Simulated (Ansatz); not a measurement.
Stretching the Al1–H2 bond in AlH3Se (SMILES [AlH2][SeH]) (multiplicity 1 held, fragments rigid). Energies count from the point at 1.573 Å.
Geometry at that point (charge 0, multiplicity 1):
```xyz
5

Al     0.364     0.027    -1.557
H     -0.699    -0.570    -2.552
H      1.745     0.642    -1.994
Se    -0.201    -0.030     0.697
H      1.061     0.607     1.107
```

Restricted levels (R-, RO-) in cc, def2 and unpolarised 6-31G sets keep to the state of the molecule at rest. U- levels take the lowest unrestricted solution at each point, which mixes spins at long bonds. Active spaces are followed from a long bond inwards. Curves can end on different states.

Correlated levels freeze the cores. Filled d and f shells under p-block atoms count as core.

Programs: Ansatz (Gaussian basis) for Hartree–Fock, density functionals and correlated methods. 

### Question
Give the energy at R = 5.035 Å at the level R-HF/def2-TZVPP.

### Answer
6.76 eV

### Question
Predict the energy at R = 5.035 Å from SC-NEVPT2 on CASSCF(2,2)/def2-TZVPP.

### Answer
3.60 eV

### Question
Give the energy at R = 5.035 Å at the level U-wB97X-V/def2-TZVPP.

### Answer
3.85 eV

Doubts at one or more of the structures used: a restricted determinant that unrestricted orbitals would lower (R-HF/def2-TZVPP); a spin-contaminated determinant (U-wB97X-V/def2-TZVPP).

Ansatz is an electronic-structure program.
